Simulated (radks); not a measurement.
The numbers below are computed, except where a source is named.
Question: These are the eigenvalues of the occupied orbitals of an atom or ion with whole-number occupations (hartree). Level of theory: scalar-relativistic Kohn-Sham, PBEsol, spin-polarised, spherical densities, point nucleus (a radial shooting solver on a logarithmic mesh with Libxc functionals).

| orbital | eigenvalue |
|---|---|
| 1s up | -1065.989 |
| 1s down | -1065.989 |
| 2s up | -161.1848 |
| 2s down | -161.1846 |
| 2p up | -144.7507 |
| 2p down | -144.7502 |
| 3s up | -31.33233 |
| 3s down | -31.33173 |
| 3p up | -25.96278 |
| 3p down | -25.96210 |
| 3d up | -17.69070 |
| 3d down | -17.69009 |
| 4s up | -5.20895 |
| 4s down | -5.20769 |
| 4p up | -3.58544 |
| 4p down | -3.58402 |
| 4d up | -1.24228 |
| 4d down | -1.23826 |
| 5s up | -0.66983 |
| 5s down | -0.64080 |
| 5p up | -0.39182 |

Which element is it, and in what charge state? The configuration may be excited. Open shells, if any, are filled with parallel spins first.

Answer: Z = 50, tin, charge +1: Sn+ in [Kr] 4d10 5s2 5p1. The list shows which subshells hold electrons but not how many an open one holds; the 1s level, -1066 hartree, gives Z - s = 46.2 by -(Z - s)^2/2, which with screening and relativity narrows Z to a few neighbours, and the depths of the outer levels then fix element, charge and occupations together.
